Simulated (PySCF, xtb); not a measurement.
CH5FO2Si2, SMILES O1C[SiH2]O[Si@H]1F. Other conformers were not sampled.

Harmonic wavenumbers (cm⁻¹) from GFN2-xTB (xtb) at its own minimum, in rising order: 92, 126, 193, 283, 391, 471, 477, 576, 598, 634, 678, 703, 745, 758, 787, 835, 889, 941, 1083, 1166, 1253, 1466, 2324, 2330, 2498, 2921, 2947.

### Question
What does PBE-D3(BJ)/def2-SVP (PySCF) give at its own minimum? (Estimate from the structure and the level; the computed values follow.)

### Answer
85, 89, 252, 330, 415, 462, 491, 635, 668, 675, 722, 771, 810, 831, 871, 911, 938, 962, 1048, 1186, 1233, 1410, 2175, 2184, 2284, 2961, 3019. Paired by order, the mean absolute difference is 59 cm⁻¹ and the zero-point energies are 40.3 and 40.6 kcal/mol.
